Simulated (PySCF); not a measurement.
## Working with the constants of MgGe

ROHF-CCSD(T) constants of MgGe, ³Σ⁻ (triplet), unpaired electrons π ↑↑ (Mg aug-pcseg-1, Ge aug-pcseg-1; no relativity (PySCF 2.14); masses 23.9850 and 73.9212 u):

* ωe: 224.0 cm⁻¹
* ωexe: 1.74 cm⁻¹
* Be: 0.12837 cm⁻¹
* αe: 0.00112 cm⁻¹
* D (centrifugal): 1.69e-07 cm⁻¹
* De to Mg + Ge: 0.71 eV

Problem. Give the vibrational terms G(v) and spacings up to v = 6.

Solution. G(v) = ωe(v+½) − ωexe(v+½)².

```tsv
v	G(v) (cm⁻¹)	G(v) − G(v−1)	Bv (cm⁻¹)
0	111.6		0.1278
1	332.1	220.5	0.1267
2	549.1	217.0	0.1256
3	762.7	213.6	0.1245
4	972.8	210.1	0.1233
5	1179.4	206.6	0.1222
6	1382.5	203.1	0.1211
```

Problem. How well does the Morse estimate ωe²/(4ωexe) reproduce De, and what is D0?

Solution. It gives 0.89 eV, 126 % of the computed De. D0 = De − G(0) = 0.71 − 0.01 = 0.70 eV.

Correlated steps freeze 10 core orbitals. Correlated levels converge slowly with the basis: in double zeta they bind strong bonds too weakly, by up to about 1 eV, and carry superposition errors of some tenths. Spin–orbit coupling is left out. The state is the lowest determinant that a PBE0 search found; another state may lie lower at other levels.
